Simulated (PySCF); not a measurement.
## Xenon: highly charged ions in a basis for the neutral atom

Xe²⁴⁺ [Ar] 3d10 4s2, Xe²⁵⁺ [Ar] 3d10 4s1. All numbers are calculated (PySCF 2.14, scalar relativity through the core potential, in def2-SVP with the def2 core potential (28 electrons)). No spin-orbit coupling, so a gap to NIST mixes the basis error with missing relativistic terms.

Changed run: basis of the neutral atom used for a highly charged ion. This setting is unsound on purpose.

```csv
species,method,sound run (hartree),changed run (hartree),converged
Xe²⁴⁺,UHF,not run,-61.16755,yes
Xe²⁴⁺,M06-L,not run,-61.50405,yes
Xe²⁴⁺,PBE0,not run,-61.29203,yes
Xe²⁵⁺,UHF,not run,-31.27471,yes
Xe²⁵⁺,M06-L,not run,-31.43035,yes
Xe²⁵⁺,PBE0,not run,-31.31876,yes
```

Ionisation energy of Xe²⁴⁺:

| method | changed run (eV) | NIST (eV) |
| --- | --- | --- |
| UHF | 813.43 | 818 ± 4 |
| M06-L | 818.35 | 818 ± 4 |
| PBE0 | 815.61 | 818 ± 4 |

The contracted functions were made for the neutral atom and can be too rigid for a highly charged ion.
